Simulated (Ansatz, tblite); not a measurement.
Cost and result up the ladder for Zr(NH2)F3 (ZrNF₃H₂) (7 atoms). The state is a singlet with charge 0. Geometry: r2SCAN-D4/def2-SVP.

Cartesian coordinates in Å:
```
Zr 0.473 0.123 -0.610
N -0.738 -0.142 0.985
H -0.442 -0.277 1.952
H -1.757 -0.189 0.961
F 2.149 0.764 0.045
F -0.426 1.277 -1.840
F 0.741 -1.556 -1.493
```

Ansatz on 2 threads of AMD EPYC 7R13 on a shared host; xTB runs through tblite on one thread. Times are rough, summed over both states, and most runs start from the orbitals of an earlier one. PBE0-D4/def2-TZVP serves as the yardstick here, not as an exact answer. The other state is a triplet.

In the def2 sets Zr takes a core potential; there is no spin–orbit coupling. The xTB rows come from tblite.

xTB has no spin-polarisation term.

```json
{"level": "GFN2-xTB", "functions": "27", "wall time": "0.009 s", "vertical triplet (eV)": "4.84", "difference from PBE0-D4/def2-TZVP (eV)": "-0.49"}
{"level": "GFN1-xTB", "functions": "29", "wall time": "0.013 s", "vertical triplet (eV)": "3.60", "difference from PBE0-D4/def2-TZVP (eV)": "-1.73"}
{"level": "PBE-D4/def2-TZVP", "functions": "176", "wall time": "6.7 s", "vertical triplet (eV)": "5.42", "difference from PBE0-D4/def2-TZVP (eV)": "0.09"}
{"level": "r2SCAN-D4/def2-TZVP", "functions": "176", "wall time": "15 s", "vertical triplet (eV)": "5.41", "difference from PBE0-D4/def2-TZVP (eV)": "0.08"}
{"level": "PBE0-D4/def2-TZVP (with forces)", "functions": "176", "wall time": "21 s", "vertical triplet (eV)": "5.33", "difference from PBE0-D4/def2-TZVP (eV)": "0.00"}
```
